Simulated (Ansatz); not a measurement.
`CS[SiH2]CF` + H₂ → `CS[SiH3]` + `CF` at 700 K and 1 bar (hydrogenolysis of the Si–C bond).

Isolated molecules relaxed with PBE0-D4/def2-TZVP in Ansatz; ΔE leaves out vibrations. CCSD(T)/CBS adds triple-zeta CCSD(T) − MP2 to the extrapolated MP2 energy (def2 sets, frozen cores). This one scheme is used for every species. One conformer a species, not always the lowest.

```json
{"species": "`CS[SiH2]CF`", "CCSD(T)/CBS energy (Eh)": "-866.97507", "H − E (kJ/mol)": "312.9", "S (J/(mol·K))": "499.1"}
{"species": "H₂", "CCSD(T)/CBS energy (Eh)": "-1.17544", "H − E (kJ/mol)": "46.8", "S (J/(mol·K))": "155.3"}
{"species": "`CS[SiH3]`", "CCSD(T)/CBS energy (Eh)": "-728.52947", "H − E (kJ/mol)": "230.7", "S (J/(mol·K))": "406.0"}
{"species": "`CF`", "CCSD(T)/CBS energy (Eh)": "-139.63461", "H − E (kJ/mol)": "133.6", "S (J/(mol·K))": "263.9"}
```

H − E and S are ideal-gas, rigid-rotor, harmonic terms from PBE0-D4/def2-TZVP, for one conformer and one mirror image of each species. For small species the MP2-based limit differs from directly extrapolated CCSD(T) by up to some mEh (0.8 for H₂); such offsets cancel only in part. 1 Eh = 2625.50 kJ/mol, R = 8.31446 J/(mol·K).

Q: By hand: ΔE, ΔH, ΔS and ΔG.

A: ΔE = (-728.52947) + (-139.63461) − (-866.97507) − (-1.17544) = -0.01357 Eh = -35.6 kJ/mol. Δ(H − E) = 230.7 + 133.6 − 312.9 − 46.8 = 4.6, so ΔH = -31.0 kJ/mol. ΔS = 406.0 + 263.9 − 499.1 − 155.3 = 15.5 J/(mol·K). ΔG = -31.0 − 700 × (15.5)/1000 = -41.9 kJ/mol.

Q: By hand: the equilibrium constant, and the temperature at which ΔG would vanish if ΔH and ΔS stayed fixed.

A: log₁₀ K = −ΔG/(RT ln 10) = 3.1. ΔH and −TΔS have one sign here, so there is no such temperature.

TΔS isn't small against ΔH here. A doubt of 5 kJ/mol in ΔE shifts log₁₀ K by 0.4 here. Other conformers and mirror images would add mixing entropy, several J/(mol·K) or more a flexible species. These are equilibria of isolated gas molecules and say nothing of rates. Largest T1 diagnostic: 0.011 (customary marks: 0.02 for closed shells, 0.045 for open ones).
